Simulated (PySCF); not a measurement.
Input file for PySCF: R-BP86/6-31G* on CH6S (a complex).

```python
from pyscf import gto, scf, dft, mp
from pyscf.data.elements import chemcore

mol = gto.M(
    atom='''
    C    -0.00797226   -0.05672570    0.16889335
    H    -0.85349760    0.21771153    0.79809041
    H    -0.21597898    0.22549257   -0.86207773
    H     0.88816304    0.45909676    0.51155769
    H     0.15033183   -1.13339962    0.22228686
    S     0.43474475   -0.08633746    4.10483596
    H     0.37199859    1.02183277    3.35021763
    H     0.45378084   -0.88452707    3.02617026
    ''',
    basis='6-31g*',
    cart=True,
    charge=0, spin=0, verbose=3, max_memory=1800)
mf = dft.RKS(mol, xc='b88,p86')
mf.conv_tol = 1e-8
mf.max_cycle = 100
mf.kernel()
if not mf.converged:
    mf = mf.newton().run(mf.mo_coeff, mf.mo_occ)
```

It printed:

```
converged SCF energy = -439.918486962324
```

The run converged.

Cost: around 1.2 core-seconds (rough).
